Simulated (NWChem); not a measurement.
Program: NWChem. System: O3W, charge 0, spin multiplicity 1, displaced from the optimised geometry. The structure started from a generated list of species.

Job file:

```
start mol
memory heap 200 mb stack 900 mb global 1100 mb
geometry units angstroms nocenter noautoz
  W      0.000000     0.000000    -0.000285
  O      0.000000     0.000000     1.863855
  O      1.615539     0.000000    -0.930610
  O     -1.615539     0.000000    -0.930610
  symmetry group C2v
end
basis spherical
  * library def2-svp
end
ecp
  W library def2-ecp
end
dft
  xc becke88 lyp
  semidirect memsize 60000000 filesize 0
  iterations 100
  convergence nodiis damp 40
end
task dft gradient
```

The output up to the point where the run's verdict is printed (cleaned and shortened):

```
             Northwest Computational Chemistry Package (NWChem) 7.3.0
             --------------------------------------------------------

                                NWChem Input Module
                                -------------------

 Scaling coordinates for geometry "geometry" by  1.889725989
 (inverse scale =  0.529177249)

 Turning off AUTOSYM since
 SYMMETRY directive was detected!

                             Geometry "geometry" -> ""
                             -------------------------

 Output coordinates in angstroms (scale by  1.889725989 to convert to a.u.)

  No.       Tag          Charge          X              Y              Z
 ---- ---------------- ---------- -------------- -------------- --------------
    1 W                   74.0000     0.00000000     0.00000000    -0.00028500
    2 O                    8.0000     0.00000000     0.00000000     1.86385500
    3 O                    8.0000     1.61553900     0.00000000    -0.93061000
    4 O                    8.0000    -1.61553900     0.00000000    -0.93061000

 Effective nuclear repulsion energy (a.u.)     535.6010867775

            Nuclear Dipole moment (a.u.)
            ----------------------------
        X                 Y               Z
 ---------------- ---------------- ----------------
     0.0000000000     0.0000000000    -0.0000188973

      Symmetry information
      --------------------

 Group name             C2v
 Group number             16
 Group order               4
 No. of unique centers     3

      Symmetry unique atoms

     1    2    3


 Summary of "ao basis" -> "" (spherical)
 ------------------------------------------------------------------------------
       Tag                 Description            Shells   Functions and Types
 ---------------- ------------------------------  ------  ---------------------
 *                          def2-svp                  on all atoms

                                 NWChem DFT Module
                                 -----------------

 Summary of "ao basis" -> "ao basis" (spherical)
 ------------------------------------------------------------------------------
[...]
 d= 0,ls=0.5         52   -230.9895486285 -4.88D+00  5.11D-01               4.9
 d= 0,ls=0.5         53   -226.1130895470  4.88D+00  5.11D-01               5.0
 d= 0,ls=0.5         54   -230.9895486286 -4.88D+00  5.11D-01               5.0
 d= 0,ls=0.5         55   -226.1130895123  4.88D+00  5.11D-01               5.1
 d= 0,ls=0.5         56   -230.9895486287 -4.88D+00  5.11D-01               5.2
 d= 0,ls=0.5         57   -226.1130894937  4.88D+00  5.11D-01               5.2
 d= 0,ls=0.5         58   -230.9895486287 -4.88D+00  5.11D-01               5.3
 d= 0,ls=0.5         59   -226.1130894838  4.88D+00  5.11D-01               5.4
 d= 0,ls=0.5         60   -230.9895486287 -4.88D+00  5.11D-01               5.5
 d= 0,ls=0.5         61   -226.1130894784  4.88D+00  5.11D-01               5.5
 d= 0,ls=0.5         62   -230.9895486288 -4.88D+00  5.11D-01               5.6
 d= 0,ls=0.5         63   -226.1130894756  4.88D+00  5.11D-01               5.7
 d= 0,ls=0.5         64   -230.9895486288 -4.88D+00  5.11D-01               5.8
 d= 0,ls=0.5         65   -226.1130894741  4.88D+00  5.11D-01               5.8
 d= 0,ls=0.5         66   -230.9895486288 -4.88D+00  5.11D-01               5.9
 d= 0,ls=0.5         67   -226.1130894733  4.88D+00  5.11D-01               6.0
 d= 0,ls=0.5         68   -230.9895486288 -4.88D+00  5.11D-01               6.0
 d= 0,ls=0.5         69   -226.1130894728  4.88D+00  5.11D-01               6.1
 d= 0,ls=0.5         70   -230.9895486288 -4.88D+00  5.11D-01               6.2
 d= 0,ls=0.5         71   -226.1130894726  4.88D+00  5.11D-01               6.2
 d= 0,ls=0.5         72   -230.9895486288 -4.88D+00  5.11D-01               6.3
 d= 0,ls=0.5         73   -226.1130894725  4.88D+00  5.11D-01               6.4
 d= 0,ls=0.5         74   -230.9895486288 -4.88D+00  5.11D-01               6.5
 d= 0,ls=0.5         75   -226.1130894724  4.88D+00  5.11D-01               6.5
 d= 0,ls=0.5         76   -230.9895486288 -4.88D+00  5.11D-01               6.6
 d= 0,ls=0.5         77   -226.1130894724  4.88D+00  5.11D-01               6.7
 d= 0,ls=0.5         78   -230.9895486288 -4.88D+00  5.11D-01               6.8
 d= 0,ls=0.5         79   -226.1130894723  4.88D+00  5.11D-01               6.8
 d= 0,ls=0.5         80   -230.9895486288 -4.88D+00  5.11D-01               6.9
 d= 0,ls=0.5         81   -226.1130894723  4.88D+00  5.11D-01               7.0
 d= 0,ls=0.5         82   -230.9895486288 -4.88D+00  5.11D-01               7.0
 d= 0,ls=0.5         83   -226.1130894723  4.88D+00  5.11D-01               7.1
 d= 0,ls=0.5         84   -230.9895486288 -4.88D+00  5.11D-01               7.2
 d= 0,ls=0.5         85   -226.1130894723  4.88D+00  5.11D-01               7.3
 d= 0,ls=0.5         86   -230.9895486288 -4.88D+00  5.11D-01               7.3
 d= 0,ls=0.5         87   -226.1130894723  4.88D+00  5.11D-01               7.4
 d= 0,ls=0.5         88   -230.9895486288 -4.88D+00  5.11D-01               7.5
 d= 0,ls=0.5         89   -226.1130894723  4.88D+00  5.11D-01               7.6
 d= 0,ls=0.5         90   -230.9895486288 -4.88D+00  5.11D-01               7.6
 d= 0,ls=0.5         91   -226.1130894723  4.88D+00  5.11D-01               7.7
 d= 0,ls=0.5         92   -230.9895486288 -4.88D+00  5.11D-01               7.8
 d= 0,ls=0.5         93   -226.1130894723  4.88D+00  5.11D-01               7.8
 d= 0,ls=0.5         94   -230.9895486288 -4.88D+00  5.11D-01               7.9
 d= 0,ls=0.5         95   -226.1130894723  4.88D+00  5.11D-01               8.0
 d= 0,ls=0.5         96   -230.9895486288 -4.88D+00  5.11D-01               8.1
 d= 0,ls=0.5         97   -226.1130894723  4.88D+00  5.11D-01               8.1
 d= 0,ls=0.5         98   -230.9895486288 -4.88D+00  5.11D-01               8.2
 d= 0,ls=0.5         99   -226.1130894723  4.88D+00  5.11D-01               8.3
 d= 0,ls=0.5        100   -230.9895486288 -4.88D+00  5.11D-01               8.3
```

The run did not converge; its last values are not results. The next line reads: Calculation failed to converge. NWChem stopped with the message: dft gradient failed.
